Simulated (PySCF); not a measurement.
F₄Sb (SMILES [F][Sb+]([F])([F])[F]), charge +1, singlet, at a GFN2-xTB geometry (all electrons, no relativity), with bond 5-1 at 2.2 times its length; PBE0/STO-3G run with PySCF.

Here is a job for PySCF.
```python
from pyscf import gto, scf, dft

mol = gto.Mole()
mol.atom = '''
    Sb    0.000000    0.000000    0.000000
    F     1.787168   -0.303572   -0.627887
    F    -0.081558    0.810226    1.737023
    F    -0.735080    1.128017   -1.366602
    F    -2.135167   -3.596277    0.566425
'''
mol.basis = 'sto-3g'
mol.charge = 1
mol.spin = 0
mol.verbose = 4
mol.build()

mf = dft.RKS(mol)
mf.xc = 'pbe0'
mf.kernel()
mo_i, mo_e, stable_i, stable_e = mf.stability(internal=True, external=True, return_status=True, nroots=6, tol=1e-6)
print('internally stable:', stable_i, ' externally stable:', stable_e)
if not stable_e:
    umf = mf.to_uhf() if not hasattr(mf, 'xc') else mf.to_uks()
    umf.scf_summary = {}
    umf.kernel(umf.make_rdm1(mo_e, umf.mo_occ))
mf.analyze()
```

### Question
What does PySCF print? Leave out banner, timings and long lists.

### Answer

```
PySCF version 2.14.0

[INPUT] verbose = 4
[INPUT] num. atoms = 5
[INPUT] num. electrons = 86
[INPUT] charge = 1
[INPUT] spin (= nelec alpha-beta = 2S) = 0
[INPUT] symmetry False subgroup None
[INPUT] Mole.unit = angstrom
[INPUT] Symbol           X                Y                Z      unit          X                Y                Z       unit  Magmom
[...]
nuclear repulsion = 503.309713101323
number of shells = 23
number of NR pGTOs = 141
number of NR cGTOs = 47
basis = sto-3g
ecp = {}

******** <class 'pyscf.dft.rks.RKS'> ********
method = RKS
initial guess = minao
damping factor = 0
level_shift factor = 0
DIIS = <class 'pyscf.scf.diis.CDIIS'>
diis_start_cycle = 1
diis_space = 8
diis_damp = 0
SCF conv_tol = 1e-09
SCF conv_tol_grad = None
SCF max_cycles = 50
direct_scf = True
direct_scf_tol = 1e-13
XC library pyscf.dft.libxc version 7.1.2
    S. Lehtola, C. Steigemann, M. J. T. Oliveira, and M. A. L. Marques,  SoftwareX 7, 1–5 (2018)
XC functionals = pbe0
    C. Adamo and V. Barone,  J. Chem. Phys. 110, 6158 (1999)
    M. Ernzerhof and G. E. Scuseria,  J. Chem. Phys. 110, 5029 (1999)
radial grids:
    Treutler-Ahlrichs [JCP 102, 346 (1995); DOI:10.1063/1.469408] (M4) radial grids

becke partition: Becke, JCP 88, 2547 (1988); DOI:10.1063/1.454033
pruning grids: <function nwchem_prune>
grids dens level: 3
symmetrized grids: False
atomic radii adjust function: <function treutler_atomic_radii_adjust>
small_rho_cutoff = 0
Set gradient conv threshold to 3.16228e-05
Initial guess from minao.
tot grids = 79008
init E= -6628.00689412163

cycle= 1 E= -6645.48956476396  delta_E= -17.5  |g|=  0.4  |ddm|= 3.24
cycle= 2 E= -6644.9262366307  delta_E= 0.563  |g|= 0.921  |ddm|= 3.41
cycle= 3 E= -6645.34872829714  delta_E= -0.422  |g|= 0.178  |ddm|= 1.42
cycle= 4 E= -6633.81435720952  delta_E= 11.5  |g|= 0.285  |ddm|= 6.47
cycle= 5 E= -6645.31831464054  delta_E= -11.5  |g|= 0.325  |ddm|= 6.47
cycle= 6 E= -6633.82066180756  delta_E= 11.5  |g|= 0.32  |ddm|= 6.47
cycle= 7 E= -6633.82055769508  delta_E= 0.000104  |g|= 0.309  |ddm|= 0.0387
cycle= 8 E= -6641.58398649996  delta_E= -7.76  |g|= 0.268  |ddm|=    4
cycle= 9 E= -6645.5688320492  delta_E= -3.98  |g|= 0.0877  |ddm|= 3.97
cycle= 10 E= -6645.34595747597  delta_E= 0.223  |g|= 0.193  |ddm|= 3.19
cycle= 11 E= -6645.34254315993  delta_E= 0.00341  |g|= 0.21  |ddm|= 0.0377
cycle= 12 E= -6645.3490481375  delta_E= -0.0065  |g|= 0.188  |ddm|= 0.126
cycle= 13 E= -6645.35082954263  delta_E= -0.00178  |g|= 0.177  |ddm|= 0.0523
cycle= 14 E= -6645.34515021073  delta_E= 0.00568  |g|= 0.203  |ddm|= 0.167
cycle= 15 E= -6645.56682939211  delta_E= -0.222  |g|= 0.112  |ddm|=  3.2
cycle= 16 E= -6645.5636088904  delta_E= 0.00322  |g|= 0.139  |ddm|= 0.0722
cycle= 17 E= -6645.56666914295  delta_E= -0.00306  |g|= 0.114  |ddm|= 0.0691
cycle= 18 E= -6645.52844470243  delta_E= 0.0382  |g|= 0.31  |ddm|= 0.399
cycle= 19 E= -6645.34547308739  delta_E= 0.183  |g|= 0.197  |ddm|= 3.24
cycle= 20 E= -6645.34477601269  delta_E= 0.000697  |g|= 0.201  |ddm|= 0.00994
cycle= 21 E= -6645.34620223394  delta_E= -0.00143  |g|= 0.194  |ddm|= 0.0145
cycle= 22 E= -6645.35051429648  delta_E= -0.00431  |g|= 0.18  |ddm|= 0.132
cycle= 23 E= -6645.57004759422  delta_E= -0.22  |g|= 0.0787  |ddm|=  3.2
cycle= 24 E= -6645.57027453762  delta_E= -0.000227  |g|= 0.0756  |ddm|= 0.0314
cycle= 25 E= -6645.3482196068  delta_E= 0.222  |g|= 0.182  |ddm|=  3.2
cycle= 26 E= -6645.57095143397  delta_E= -0.223  |g|= 0.0667  |ddm|=  3.2
cycle= 27 E= -6645.34826168297  delta_E= 0.223  |g|= 0.182  |ddm|=  3.2
cycle= 28 E= -6645.34389786439  delta_E= 0.00436  |g|= 0.207  |ddm|= 0.053
cycle= 29 E= -6645.3417612796  delta_E= 0.00214  |g|= 0.217  |ddm|= 0.0286
cycle= 30 E= -6645.5703686443  delta_E= -0.229  |g|= 0.0749  |ddm|= 3.19
cycle= 31 E= -6645.34097919765  delta_E= 0.229  |g|= 0.22  |ddm|= 3.19
cycle= 32 E= -6645.3323428408  delta_E= 0.00864  |g|= 0.259  |ddm|= 0.0917
cycle= 33 E= -6645.57077873306  delta_E= -0.238  |g|= 0.0695  |ddm|= 3.19
[...]
SCF not converged.
<class 'pyscf.dft.rks.RKS'> wavefunction has an internal instability
<class 'pyscf.dft.rks.RKS'> wavefunction has an real -> complex instability
<class 'pyscf.dft.rks.RKS'> wavefunction has an RHF/RKS -> UHF/UKS instability
internally stable: False  externally stable: False
[...]
cycle= 10 E= -6633.73397446221  delta_E= 11.1  |g|= 0.279  |ddm|= 4.58
cycle= 11 E= -6644.83020625569  delta_E= -11.1  |g|= 0.764  |ddm|= 4.57
cycle= 12 E= -6644.84837643545  delta_E= -0.0182  |g|= 0.746  |ddm|= 0.0666
cycle= 13 E= -6644.94486116892  delta_E= -0.0965  |g|= 0.635  |ddm|= 0.522
cycle= 14 E= -6644.85739285906  delta_E= 0.0875  |g|=  0.7  |ddm|= 0.491
cycle= 15 E= -6644.8671972221  delta_E= -0.0098  |g|= 0.695  |ddm|= 0.112
cycle= 16 E= -6644.86381167961  delta_E= 0.00339  |g|= 0.702  |ddm|= 0.116
cycle= 17 E= -6644.86416378262  delta_E= -0.000352  |g|= 0.683  |ddm|= 0.412
cycle= 18 E= -6644.8872471102  delta_E= -0.0231  |g|= 0.66  |ddm|= 0.108
cycle= 19 E= -6633.70547496133  delta_E= 11.2  |g|= 0.285  |ddm|= 4.58
cycle= 20 E= -6644.745106416  delta_E=  -11  |g|= 0.764  |ddm|= 4.57
cycle= 21 E= -6644.76683292116  delta_E= -0.0217  |g|= 0.75  |ddm|= 0.101
cycle= 22 E= -6644.78945783637  delta_E= -0.0226  |g|= 0.725  |ddm|= 0.34
cycle= 23 E= -6644.78000311283  delta_E= 0.00945  |g|= 0.735  |ddm|= 0.08
cycle= 24 E= -6644.79138723797  delta_E= -0.0114  |g|= 0.722  |ddm|= 0.331
cycle= 25 E= -6644.79277013815  delta_E= -0.00138  |g|= 0.723  |ddm|= 0.119
cycle= 26 E= -6644.7573104123  delta_E= 0.0355  |g|= 0.761  |ddm|= 0.191
cycle= 27 E= -6644.82279571618  delta_E= -0.0655  |g|= 0.687  |ddm|= 0.336
cycle= 28 E= -6633.68063484792  delta_E= 11.1  |g|= 0.255  |ddm|= 4.57
cycle= 29 E= -6644.3221082378  delta_E= -10.6  |g|= 1.03  |ddm|= 4.56
cycle= 30 E= -6644.36580993724  delta_E= -0.0437  |g|=    1  |ddm|= 0.11
cycle= 31 E= -6644.30599187681  delta_E= 0.0598  |g|= 1.04  |ddm|= 0.224
cycle= 32 E= -6644.38024880752  delta_E= -0.0743  |g|= 0.994  |ddm|= 0.146
cycle= 33 E= -6644.36694756305  delta_E= 0.0133  |g|=    1  |ddm|= 0.142
cycle= 34 E= -6644.31048704761  delta_E= 0.0565  |g|= 1.04  |ddm|= 0.268
cycle= 35 E= -6644.24528246229  delta_E= 0.0652  |g|= 1.08  |ddm|= 0.171
cycle= 36 E= -6644.01147442019  delta_E= 0.234  |g|= 1.21  |ddm|= 0.354
cycle= 37 E= -6633.56292369079  delta_E= 10.4  |g|= 0.324  |ddm|= 4.59
cycle= 38 E= -6643.6329304475  delta_E= -10.1  |g|=  1.4  |ddm|= 4.67
cycle= 39 E= -6643.632253867  delta_E= 0.000677  |g|=  1.4  |ddm|= 0.195
cycle= 40 E= -6643.64763596838  delta_E= -0.0154  |g|= 1.39  |ddm|= 0.234
cycle= 41 E= -6643.75746203958  delta_E= -0.11  |g|= 1.34  |ddm|= 0.266
cycle= 42 E= -6643.60526622888  delta_E= 0.152  |g|= 1.42  |ddm|= 0.637
cycle= 43 E= -6643.58810178822  delta_E= 0.0172  |g|= 1.43  |ddm|= 0.419
cycle= 44 E= -6643.51955439729  delta_E= 0.0685  |g|= 1.46  |ddm|= 0.0806
cycle= 45 E= -6643.9487771423  delta_E= -0.429  |g|= 1.23  |ddm|= 0.488
cycle= 46 E= -6633.41328549266  delta_E= 10.5  |g|= 0.475  |ddm|= 4.72
cycle= 47 E= -6644.50970085371  delta_E= -11.1  |g|= 0.874  |ddm|= 4.73
cycle= 48 E= -6645.18039946288  delta_E= -0.671  |g|= 0.384  |ddm|= 1.34
cycle= 49 E= -6645.1248524983  delta_E= 0.0555  |g|= 0.459  |ddm|= 0.687
cycle= 50 E= -6645.2184853038  delta_E= -0.0936  |g|= 0.351  |ddm|= 0.293
SCF not converged.
SCF energy = -6645.2184853038 after 50 cycles  <S^2> = 0.66560062  2S+1 = 1.9137404
**** SCF Summaries ****
Total Energy =                       -6645.348758069954783
Nuclear Repulsion Energy =             503.309713101322814
One-electron Energy =               -10154.527715366351913
Two-electron Energy =                 3005.869244195074316
Two-electron Coulomb Energy =         3213.637636506396575
DFT Exchange-Correlation Energy =     -207.768392311322089
**** MO energy ****
[...]
 ** Mulliken pop on meta-lowdin orthogonal AOs  **
 ** Mulliken pop  **
 ** Mulliken atomic charges  **
charge of    0Sb =      1.50328
charge of    1F =      0.12507
charge of    2F =      0.22808
charge of    3F =      0.14344
charge of    4F =     -0.99987

WARN: System has nonzero charge 1; the dipole moment is origin-dependent.
Location of origin: [0. 0. 0.]

Dipole moment(X, Y, Z, Debye): 10.48148, 18.26568, -2.12411
```

Convergence was not reached.
